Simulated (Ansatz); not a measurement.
A nudged elastic band was laid between two geometries of Cl₂FGaH₂O (7 atoms, charge 0, multiplicity 1).

All numbers below come from RKS BHLYP/def2-SVP (Ansatz 0.2.0).

- movable images: 5
- climbing image: yes
- spring: 5.0 eV/Å²
- optimiser: quadratic models (default)
- start path: through a guess of the saddle point
- force threshold: 0.03 eV/Å
- iteration limit: 60
- end points: relaxed

Initial state:

```xyz
7
Properties=species:S:1:pos:R:3
Ga 0.045 -0.093 0.027
Cl -0.146 0.362 2.149
Cl 1.882 0.377 -0.933
O -1.414 -0.333 -0.925
H -2.237 -0.345 -0.443
F 0.484 -2.113 0.750
H 0.451 -1.934 1.663
```

Final state:

```xyz
7
Properties=species:S:1:pos:R:3
Ga 0.120 -0.504 -0.310
Cl 0.106 -0.044 2.382
Cl 1.868 0.512 -0.946
O -1.480 -0.007 -0.837
H -2.196 -0.597 -0.616
F 0.322 -2.128 0.337
H 0.325 -1.312 2.278
```

**Question.** Which bonds break or form, and what moves?

**Answer.** Bonds broken: Ga1–Cl2, F6–H7. Bonds formed: Cl2–H7.

**Question.** What energy profile does the band end with?

**Answer.** The forces met the threshold. The highest image is number 4 of 0 to 6, 0.60 eV above the first end and 0.19 eV above the last; the last end lies 0.41 eV above the first. A vibrational analysis at the climbing image gives one clearly imaginary mode, 674i cm⁻¹: a first-order saddle point. The orbitals stay closed-shell, which can raise the energy where a bond breaks towards radicals; this wasn't checked here.

```json
{"image": "0", "path coordinate (Å)": "0.00", "energy (eV)": "0.00", "Ga1–Cl2 (Å)": "2.18", "F6–H7 (Å)": "0.93", "Cl2–H7 (Å)": "2.42"}
{"image": "1", "path coordinate (Å)": "0.26", "energy (eV)": "0.02", "Ga1–Cl2 (Å)": "2.19", "F6–H7 (Å)": "0.94", "Cl2–H7 (Å)": "2.23"}
{"image": "2", "path coordinate (Å)": "0.52", "energy (eV)": "0.11", "Ga1–Cl2 (Å)": "2.24", "F6–H7 (Å)": "0.96", "Cl2–H7 (Å)": "1.96"}
{"image": "3", "path coordinate (Å)": "0.77", "energy (eV)": "0.37", "Ga1–Cl2 (Å)": "2.34", "F6–H7 (Å)": "1.04", "Cl2–H7 (Å)": "1.69"}
{"image": "4", "path coordinate (Å)": "1.03", "energy (eV)": "0.60", "Ga1–Cl2 (Å)": "2.45", "F6–H7 (Å)": "1.29", "Cl2–H7 (Å)": "1.45"}
{"image": "5", "path coordinate (Å)": "1.39", "energy (eV)": "0.45", "Ga1–Cl2 (Å)": "2.64", "F6–H7 (Å)": "1.70", "Cl2–H7 (Å)": "1.31"}
{"image": "6", "path coordinate (Å)": "1.75", "energy (eV)": "0.41", "Ga1–Cl2 (Å)": "2.73", "F6–H7 (Å)": "2.11", "Cl2–H7 (Å)": "1.29"}
```

**Question.** What is the geometry of the highest image?

**Answer.** 
```xyz
7
Properties=species:S:1:pos:R:3
Ga 0.123 -0.357 -0.135
Cl 0.050 -0.032 2.295
Cl 1.921 0.426 -0.929
O -1.444 -0.124 -0.882
H -2.188 -0.588 -0.504
F 0.345 -2.034 0.673
H 0.258 -1.371 1.771
```

**Question.** What are the harmonic wavenumbers there?

**Answer.** 674i, 91, 140, 169, 172, 218, 281, 448, 531, 677, 762, 806, 876, 1566, 4033 cm⁻¹.

Time of the run: 5.3 min on 2 threads of Arm Neoverse V1, on a shared host, peak memory 0.27 GiB.
